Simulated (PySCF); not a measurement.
Structure with atom numbers: `[N:1]#[C:2][c:3]1[cH:4][cH:5][cH:6][cH:7][n:8]1` (H(Xn): hydrogen on atom n).

Geometry: PBE0-D3(BJ)/def2-TZVP; GIAO absolute shieldings from PySCF, gas phase, non-relativistic, averaged over equivalent atoms.

At PBE0/pcSseg-2 (344 basis functions, 57 s wall time on 1 thread of an Arm Neoverse V2, shared host):
```csv
atoms,σ (ppm)
N8,-106.7
N1,-47.0
C7,24.2
C3,39.9
C5,40.3
C4,47.2
C6,51.8
C2,59.3
H(C7),22.45
H(C5),23.53
H(C4),23.61
H(C6),23.92
```

Task: What do these become at KT3/pcSseg-2?

Result: 
```csv
atoms,σ at KT3/pcSseg-2,change
N8,-78.6,+28.1
N1,-24.2,+22.8
C7,34.1,+9.9
C3,49.1,+9.2
C5,50.3,+10.0
C4,55.7,+8.5
C6,60.5,+8.7
C2,67.3,+8.0
H(C7),22.85,+0.40
H(C5),23.96,+0.43
H(C4),24.04,+0.43
H(C6),24.39,+0.47
```

The largest change is at N8 (pyridine-type ring nitrogen). Cost: 344 basis functions, 66 s wall time on 1 thread of an Arm Neoverse V2, shared host. The order of the carbon signals is the same at both levels.
